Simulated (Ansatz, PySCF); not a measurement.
Stretching the H–H spacing in H4 chain (multiplicity 1 held). Energies count from the point at 0.900 Å.
Geometry at that point (charge 0, multiplicity 1):
```csv
atom,x (Å),y (Å),z (Å)
H,0.0000,0.0000,0.0000
H,0.0000,0.0000,0.9000
H,0.0000,0.0000,1.8000
H,0.0000,0.0000,2.7000
```

R- and RO- levels are restricted; in cc, def2 and unpolarised 6-31G sets they are followed outwards from rest. Unrestricted levels (U-) break spin symmetry where that is lower. Full CI gives the lowest state of the spin. Curves can end on different states.

Rows in 6-31G* carry no dispersion term and start afresh at each structure (6-31G* with six Cartesian d functions).

Codes used: Ansatz (Gaussian basis) for Hartree–Fock, density functionals and correlated methods; PySCF for 6-31G* rows. Values without a source in brackets are computed.

Energies in eV.

| R (Å) | R-HF/cc-pVTZ | U-HF/cc-pVTZ | R-B3LYP/6-31G* | R-wB97X-V/cc-pVTZ | U-MP2/cc-pVTZ | FCI/cc-pVTZ |
|---|---|---|---|---|---|---|
| 0.700 | 1.43 | 1.43 | 1.54 | 1.50 | 1.43 | … |
| 0.800 | 0.20 | 0.20 | 0.26 | 0.24 | 0.20 | 0.26 |
| 0.900 | 0.00 | 0.00 | 0.00 | 0.00 | 0.00 | 0.00 |
| 1.100 | 1.07 | 1.06 | 0.93 | 0.97 | 1.18 | 0.88 |
| 1.300 | 2.87 | 2.40 | 2.55 | 2.66 | 3.22 | … |
| 1.500 | 4.79 | 3.45 | 4.26 | 4.48 | 4.72 | 3.87 |
| 1.800 | 7.45 | 4.39 | 6.56 | 6.97 | 6.09 | 5.62 |
| 2.100 | 9.69 | 4.79 | 8.44 | 9.05 | 6.69 | 6.67 |
| 2.500 | 12.03 | 4.97 | 10.29 | 11.21 | 6.96 | 7.29 |
| 3.000 | 14.13 | 5.02 | 11.77 | 13.12 | 7.04 | … |
| 3.600 | 15.78 | 5.03 | 12.75 | 14.62 | 7.06 | 7.57 |

Problem. What belongs in the gaps?

Solution. 
- 1.300, FCI/cc-pVTZ: 2.38
- 0.700, FCI/cc-pVTZ: 1.52
- 3.000, FCI/cc-pVTZ: 7.52

Doubts at one or more of the structures used: a restricted determinant that unrestricted orbitals would lower (R-HF/cc-pVTZ, R-B3LYP/6-31G*, R-wB97X-V/cc-pVTZ); a spin-contaminated determinant (U-HF/cc-pVTZ, U-MP2/cc-pVTZ).

Ansatz is a program for electronic structure.
